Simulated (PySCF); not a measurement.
He: excitation energy

He 1s2 (1S) → He 1s1 2p1, s spin flipped, as a difference of total energies. Computed with PySCF 2.14 in aug-cc-pVTZ with one added diffuse shell each of s, p, d type (5s4p3d, 32 functions), with the non-relativistic Hamiltonian (point nucleus). Correlated levels: valence: nothing frozen. The calculations carry no spin-orbit coupling.

```csv
method,excitation energy (eV)
UHF,20.164
MP2 (valence),21.035
SCS-MP2 (valence),21.210
```

Task: How much does correlation contribute at MP2 (valence)?

Result: 21.035 − (20.164) = 0.871 eV, measured against UHF.

The upper determinant mixes two multiplicities, so it lies between the two terms.

The promoted electron is Rydberg-like, and one or two diffuse shells describe it only roughly, which tends to raise the upper state.

The coupled-cluster amplitudes are large for the upper state (T1 above 0.03 or a double amplitude above 0.15), so a single reference is strained.
